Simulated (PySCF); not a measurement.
Species: C₅H₈FP.
Structure used (GFN2-xTB), in Å, numbered top down from 1:
```
atom  x, y, z in Å
C1     2.307    0.115   -0.272
C2     0.834   -0.020   -0.080
C3    -0.085    0.918   -0.280
F4     0.207    2.171   -0.691
C5    -1.526    0.612   -0.015
C6    -1.626   -0.914    0.035
P7     0.062   -1.595    0.469
H8     2.827   -0.072    0.668
H9     2.557    1.114   -0.623
H10    2.658   -0.619   -0.997
H11   -2.163    1.040   -0.791
H12   -1.819    1.059    0.940
H13   -2.378   -1.270    0.739
H14   -1.883   -1.308   -0.953
H15    0.023   -1.225    1.829
```

Method used: TDDFT B3LYP/def2-SVPD, vertical, gas phase, core orbitals frozen in the response (PySCF).

Frontier orbitals with the atoms that hold most of them (Löwdin shares over 4%, at most four atoms; ? is withheld):

```json
{"orbital": "LUMO+2", "ε (eV)": "0.36", "atoms": "C6 13%, C3 13%, P7 12%, C2 12%"}
{"orbital": "LUMO+1", "ε (eV)": "0.07", "atoms": "P7 28%, C1 12%, C2 11%, C3 8%"}
{"orbital": "LUMO", "ε (eV)": "-0.07", "atoms": "P7 21%, C3 20%, C2 19%, H15 10%"}
{"orbital": "HOMO", "ε (eV)": "?", "atoms": "?"}
{"orbital": "HOMO-1", "ε (eV)": "-7.46", "atoms": "?"}
{"orbital": "HOMO-2", "ε (eV)": "-9.04", "atoms": "P7 22%, C2 19%, C6 19%, C1 12%"}
{"orbital": "HOMO-3", "ε (eV)": "-9.60", "atoms": "C6 22%, P7 20%, H15 14%, H14 10%"}
```

(1) Which atoms hold the HOMO-1, and with what shares?

(2) Give the leading atoms of the HOMO.

(3) What is the HOMO energy, and the HOMO–LUMO gap?

Answers

(1) P7 (bonded to 2 C and H) 40%; C2 (bonded to 2 C and P) 18%; C3 (bonded to 2 C and F) 10%; C6 (bonded to C, P and 2 H) 8%. By element: phosphorus 40%, carbon 37% or more.

(2) P7 (bonded to 2 C and H) 28%; C2 (bonded to 2 C and P) 22%; C3 (bonded to 2 C and F) 19%; H15 (bonded to P) 8%. By element: carbon 41% or more, phosphorus 28%, hydrogen 8% or more.

(3) ε(HOMO) = -6.44 eV; the gap is 6.37 eV (0.2339 hartree).

**Question.** The HOMO–LUMO gap is 6.37 eV. Where does the response calculation put the lowest singlet, and from which orbitals?

**Answer.** S1 is at 5.53 eV (f = 0.011), 0.83 eV below the gap, made of HOMO→LUMO+1 (97%). Its leading pair isn't HOMO and LUMO; the energies of that pair differ by 6.51 eV. Without the coupling terms of the response equations the lowest excitation would equal the gap.

**Question.** One configuration dominates each of S1 and S2. Which, and how do the shares of the two leading atoms of either orbital change from the occupied to the empty one?

**Answer.** 
- S1 (5.53 eV, f 0.011), HOMO→LUMO+1 (97%): P7 28% → 28%, C2 22% → 11%, C1 at most 8% → 12%
- S2 (5.62 eV, f 0.041), HOMO→LUMO (84%): P7 28% → 21%, C2 22% → 19%, C3 19% → 20%

One conformer stands for the species.
